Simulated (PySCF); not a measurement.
ClI₃Sn. Atoms are numbered in the order given.

```xyz
5

Cl     0.0000     0.0000     2.7757
Sn     0.0000     0.0000     0.4179
I      2.2196     1.2815    -0.4282
I     -2.2196     1.2815    -0.4282
I      0.0000    -2.5630    -0.4282
```
Charge 0, spin multiplicity 1.

The structure is a stationary point at B3LYP-D3(BJ)/def2-SVP. The def2 effective core potentials stand for the cores of I, Sn; spin–orbit coupling is left out.

Level of theory: PBE0/def2-TZVP run with PySCF.

The molecule is in vacuum.

Computed frontier levels, gap, dipole moment and polarisability:
```
Item                                                                                                              Result
---------------------------------------------------------------------------------------------  -------------------------
highest occupied level                                                                                          -8.05 eV
lowest empty level                                                                                              -3.91 eV
orbital gap                                                                                                      4.14 eV
dipole moment                                                                                                     1.22 D
quadrupole, principal values (traceless, Buckingham form, about the centre of nuclear charge)      -6.73, 3.36, 3.36 D·Å
mean static polarisability                                                                        158.0 bohr³ (23.41 Å³)
polarisability, principal values                                                               132.7, 170.6, 170.6 bohr³
```
